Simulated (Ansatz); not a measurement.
Consider the redistribution: `[AlH2][SiH]([SiH3])[SiH3]` + `BCO[SiH3]` → `[AlH2][SiH]([SiH3])O[SiH3]` + `BC[SiH3]`.

Gas-phase electronic energies from Ansatz, PBE0-D4/def2-TZVP geometries. CBS: MP2 limit from def2 TZ/QZ plus the TZ coupled-cluster correction, frozen cores. DFT in def2-TZVPP. B3LYP here is the variant with VWN-RPA as its local correlation; programs differ in this. One conformer a species, not always the lowest.

```json
{"level": "PBE-D4", "ΔE (kcal/mol)": "-36.9"}
{"level": "ωB97X-V", "ΔE (kcal/mol)": "-41.0"}
{"level": "B2PLYP", "ΔE (kcal/mol)": "-42.9"}
{"level": "B3LYP", "ΔE (kcal/mol)": "-41.6"}
{"level": "MP2/def2-TZVPP", "ΔE (kcal/mol)": "-44.7"}
{"level": "SCS-MP2/def2-TZVPP", "ΔE (kcal/mol)": "-44.6"}
{"level": "CCSD(T)/def2-TZVPP", "ΔE (kcal/mol)": "-42.2"}
{"level": "HF/def2-QZVPP", "ΔE (kcal/mol)": "-45.9"}
```

Task: What does CCSD(T)/CBS give? (Estimate.)

Result: Ansatz gave: -43.0 kcal/mol. The listed levels differ from it by 6.1, 2.0, 0.1, 1.4, -1.7, -1.6, 0.8, -2.9 kcal/mol.

Largest T1 diagnostic among the species: 0.014.

From PBE to PBE0 (25 % exact exchange), in def2-TZVPP and without D4, ΔE moves by −1.9 kcal/mol.
